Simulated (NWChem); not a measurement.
Molecule: GeNH₃, singlet; SMILES [NH2][GeH]

Program: NWChem. Low-valent species are run as closed-shell singlets; no triplet was tried in these runs. Each level has its own optimisation; frequencies are unscaled.

For level Hartree-Fock/STO-3G:

* **r Ge–H (Å)**: 1.475
* **r Ge–N (Å)**: 1.660
* **highest harmonic frequency (cm⁻¹)**: 4184
* **lowest (cm⁻¹)**: 764
* **zero-point energy (kcal/mol)**: 24.3
* **dipole (D)**: 1.71

What are these values for level PBE0/def2-SVP?


- r Ge–H (Å) = 1.602
- r Ge–N (Å) = 1.814
- highest harmonic frequency (cm⁻¹) = 3706
- lowest (cm⁻¹) = 518
- zero-point energy (kcal/mol) = 20.3
- dipole (D) = 1.87
